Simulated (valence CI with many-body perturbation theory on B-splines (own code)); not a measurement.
The numbers below are computed, except where a source is named.
Pr LIV: what the settings do

Level of theory: valence CI with perturbative core correlation (CI+MBPT): four valence electrons over a frozen Dirac-Fock core [He], a basis of 6 s, 6 p, 5 d, 3 f, 1 g functions for each j, with the one-electron correlation potential Σ1 (screened to all orders), the two-electron term Σ2, the three-electron term Σ3, Breit, model QED; selected single and double excitations, second order for the rest, scaled by the run's own slope (own B-spline code, finite nucleus).

No measured spectrum was set against this ion. As an estimate, large intervals hold to a few tenths of a per cent, small ones and those within an open d or f shell to about a per cent.

The reference run has the lowest level (2s^2 2p1/2^2) J=0 and an ionisation energy of 10959.8 eV. Its largest variational space holds 9997 state functions.

Levels are named by their leading jj configuration (3d3/2^4 stands for four electrons in 3d with j = 3/2), which in mixed levels can hold well under half, so a name can repeat and another be missing. Letters in brackets count levels of one name in rising energy.

Changed runs:
A. natural orbitals for correlation on → off
B. scale of Σ2 1 → 0.8; QED terms on → off
C. scale of Σ1 1 → 0.8; hole-hole ladder in Σ2 on → off
D. logarithmic knot step 0.27 → 1.1 (bad on purpose)

Excitation energies of the reference run in cm⁻¹, and shifts in cm⁻¹:

```tsv
Level	Reference	A	B	C	D
(2s^2 2p1/2 2p3/2) J=1	4021460	-1675	-7235	-250	+192
(2s^2 2p1/2 2p3/2) J=2	4156080	-308	-7294	-251	+196
(2s 2p1/2^2 2p3/2) J=2	5731670	-683	+58755	+91	+94
(2s 2p1/2^2 2p3/2) J=1	6272460	+3191	+59301	+93	+100
(2s^2 2p3/2^2) J=2	8295620	-1612	-13473	-454	+388
(2s^2 2p3/2^2) J=0	8664530	-215	-13350	-348	+395
(2s 2p1/2 2p3/2^2) J=2 [a]	9592680	-3293	+51663	-161	+280
(2s 2p1/2 2p3/2^2) J=3	9899570	-522	+51744	-163	+289
(2s 2p1/2 2p3/2^2) J=0	10243600	+1181	+51720	-53	+292
(2s 2p1/2 2p3/2^2) J=1 [a]	10380000	+1508	+52389	-152	+292
(2s 2p1/2 2p3/2^2) J=2 [b]	10462500	+3052	+52339	-162	+295
(2s 2p1/2 2p3/2^2) J=1 [b]	10489000	+2652	+52123	-62	+296
Ionisation energy (eV)	10959.8	-0.9	-0.22	-0.095	+0.017
```
